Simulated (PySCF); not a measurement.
PySCF job for C2H10Si4, SMILES [SiH3][SiH2][Si@@H]1C=C[SiH2]1, SMD-M06-2X/6-31G*. The structure is a stationary point at B3LYP-D3(BJ)/def2-SVP. The structure was generated by enumeration; whether it is a known compound was not checked. The values are those of a single conformer.

```python
import numpy as np
from pyscf import gto, scf, dft
from pyscf.solvent import smd

mol = gto.M(
    atom='''
    Si    3.10289743   -0.25329671    0.01200858
    Si    1.18904039    0.40358361    1.21130927
    Si   -0.56553846    0.79032346   -0.29975776
    C    -2.30534410    0.83559951    0.46422131
    C    -2.92470700   -0.28478017    0.01218031
    Si   -1.67090895   -1.10632085   -1.14870923
    H     3.50350645    0.83199055   -0.93259042
    H     2.79247064   -1.47909358   -0.78292604
    H     4.25147758   -0.54741532    0.91946147
    H     1.49753147    1.61944192    2.02678471
    H     0.78369059   -0.69462549    2.14127988
    H    -0.21759994    1.93128584   -1.20233790
    H    -2.77294865    1.54872967    1.15648531
    H    -3.94277976   -0.57132881    0.30887238
    H    -2.07409698   -1.14913660   -2.58618032
    H    -1.21781043   -2.47481750   -0.75517079
    ''',
    basis='6-31G*',
    charge=0,
    spin=0,
    max_memory=1600,
    verbose=3,
)
mf = dft.RKS(mol, xc='m06-2x').density_fit(auxbasis='def2-universal-jkfit')
mf.grids.level = 4
mf.conv_tol = 1e-9
mf.max_cycle = 100
mf.kernel()
res = {}
for name in ['water', 'benzene', 'diethylether']:
    s = mf.SMD()
    s.with_solvent.solvent, s.with_solvent.sasa_ng = name, 194
    s.kernel(mf.make_rdm1())
    res[name] = (s.e_tot, s.with_solvent.get_cds(), s.dip_moment(), s.mo_energy, s.converged)
    print(f'SMD {name}: dG(solv) = {(s.e_tot - mf.e_tot) * 627.509474:.3f} kcal/mol, of which CDS {res[name][1] * 627.509474:.3f}')
```

Output:

```
converged SCF energy = -1239.91879689881
converged SCF energy = -1239.91088350819
Dipole moment(X, Y, Z, Debye): -0.61308,  0.25318,  0.32923
SMD water: dG(solv) = 4.966 kcal/mol, of which CDS 6.253
converged SCF energy = -1239.92078596389
Dipole moment(X, Y, Z, Debye): -0.56580,  0.19301,  0.27778
SMD benzene: dG(solv) = -1.248 kcal/mol, of which CDS -0.690
converged SCF energy = -1239.92108271672
Dipole moment(X, Y, Z, Debye): -0.58998,  0.21600,  0.30103
SMD diethylether: dG(solv) = -1.434 kcal/mol, of which CDS -0.578
```

The run converged.
